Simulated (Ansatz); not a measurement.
Ansatz (a first-principles code) input (CCSD(T)/aug-cc-pVDZ):

Ansatz 0.2 input:
```yaml
crystal:
  periodic: [false, false, false]
  atoms:
    - {symbol: C, position_ang: [0.06567943, -0.05106793, 0.99398567]}
    - {symbol: Br, position_ang: [0.83648219, 1.31722774, -0.07339264]}
    - {symbol: Br, position_ang: [-0.84774152, -1.30847324, -0.09700491]}
basis:
  gaussian:
    orbitals: aug-cc-pVDZ
magnetization: {spin_polarized: true, initial_magnetization: 2}
correlation: {method: ccsd_t, electrons: outside_noble_gas}
```

Output:

```
Functional definition: HF
integrals: 0.20 GiB planned
1026 factors; integrals over basis functions are off by at most 8.4e-4 eV
mean field: 0.56 GiB planned
mean field evaluation 1: about -141022.1459 eV, gradient 9.6e0 eV
mean field evaluation 2: about -141022.1461 eV, gradient 9.6e0 eV
mean field evaluation 4: about -141023.5718 eV, gradient 3.3e0 eV
mean field evaluation 8: about -141023.8739 eV, gradient 1.9e-1 eV
mean field evaluation 16: about -141023.5723 eV, gradient 3.3e0 eV
mean field evaluation 32: about -141020.8167 eV, gradient 1.2e-2 eV
mean field evaluation 64: about -141020.8167 eV, gradient 1.4e-3 eV
mean field evaluation 96: about -141018.5023 eV, gradient 1.7e0 eV
mean field -141023.87521684 eV, -5182.5318248030 hartree, gradient 1.3e-6 eV, S^2 2.026596; 1 other end points of the search recorded, 0 dependent functions left out
determinant -141023.87521684 eV, -5182.5318248030 hartree, with singles and doubles -141033.81114688 eV, -5182.8969634973 hartree
determinant -141020.81670117 eV, -5182.4194264254 hartree, with singles and doubles -141031.34669044 eV, -5182.8063963936 hartree
29 core orbitals not correlated
reference -141023.87521684 eV, -5182.5318248030 hartree; 10, 8 occupied and 56, 58 virtual orbitals, 1026 factors
second order -9.07483097 eV of doubles, -0.00000000 eV of singles
coupled cluster: 0.39 GiB planned
cycle   1  -9.94253943 eV  change   -2.7e-1 eV  update   2.1e-2
cycle   2  -9.96160442 eV  change   -1.9e-2 eV  update   6.4e-3
cycle   3  -9.96413378 eV  change   -2.5e-3 eV  update   3.1e-3
cycle   4  -9.96608932 eV  change   -2.0e-3 eV  update   1.3e-3
cycle   5  -9.96660342 eV  change   -5.1e-4 eV  update   6.4e-4
cycle   6  -9.96724609 eV  change   -6.4e-4 eV  update   3.2e-4
cycle   7  -9.96739254 eV  change   -1.5e-4 eV  update   1.4e-4
cycle   8  -9.96742967 eV  change   -3.7e-5 eV  update   5.3e-5
cycle   9  -9.96742690 eV  change    2.8e-6 eV  update   2.0e-5
perturbative correction -0.37591232 eV, -0.0138145228 hartree
Total energy: -141034.21855606 eV, -5182.9119355082 hartree
```

This state (charge 0, triplet) is run at the relaxed geometry of the species with charge 0 and multiplicity 1, and is a spin state other than that species' own.
